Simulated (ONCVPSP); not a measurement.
**u(r) = r·R(r): atom against pseudo-atom (nitrogen (N))**

Columns: radius, all-electron u(r) and pseudo u(r) of the 2p shell (level -28.85 eV) of nitrogen in the configuration [He] 2s2 2p1.5; LDA (Perdew-Wang 92), scalar-relativistic, ONCV scheme, ONCVPSP 4.0.1.

| r (bohr) | all-electron | pseudo |
| --- | --- | --- |
| 0.093 | 0.0773 | 0.0341 |
| 0.185 | 0.2292 | 0.1286 |
| 0.278 | 0.3942 | 0.2691 |
| 0.370 | 0.5411 | 0.4297 |
| 0.463 | 0.6624 | 0.5897 |
| 0.555 | 0.7532 | 0.7259 |
| 0.648 | 0.8171 | 0.8286 |
| 0.740 | 0.8556 | 0.8912 |
| 0.833 | 0.8734 | 0.9181 |
| 0.925 | 0.8739 | 0.9158 |
| 1.018 | 0.8608 | 0.8933 |
| 1.110 | 0.8374 | 0.8590 |
| 1.203 | 0.8060 | 0.8183 |
| 1.295 | 0.7695 | 0.7754 |
| 1.388 | 0.7290 | 0.7313 |
| 1.480 | 0.6868 | 0.6874 |
| 1.573 | 0.6432 | 0.6433 |
| 1.665 | 0.6000 | 0.6000 |
| 1.758 | 0.5569 | 0.5569 |
| 1.850 | 0.5155 | 0.5155 |
| 1.943 | 0.4753 | 0.4752 |
| 2.035 | 0.4372 | 0.4372 |
| 2.128 | 0.4008 | 0.4008 |
| 2.220 | 0.3669 | 0.3669 |
| 2.313 | 0.3348 | 0.3347 |
| 2.405 | 0.3051 | 0.3051 |

**Question.** How many radial nodes do the two functions have?

**Answer.** The all-electron 2p function has n − l − 1 = 0; the pseudo-wave has 0.

**Question.** At about which radius was the pseudo-wave matched?

**Answer.** 1.75 bohr. The columns agree to 0.0005 from 1.57 bohr on; several derivatives are matched, so the curves merge somewhat inside the radius.

**Question.** Where does each function peak?

**Answer.** Outermost all-electron maximum near 0.93 bohr, pseudo maximum near 0.83 bohr (to the table’s step).

**Question.** Is the pseudo-wave norm-conserving?

**Answer.** Yes: the ONCV scheme keeps the norm inside the radius equal to the all-electron one, which fixes the energy derivative of the logarithmic derivative at the level.
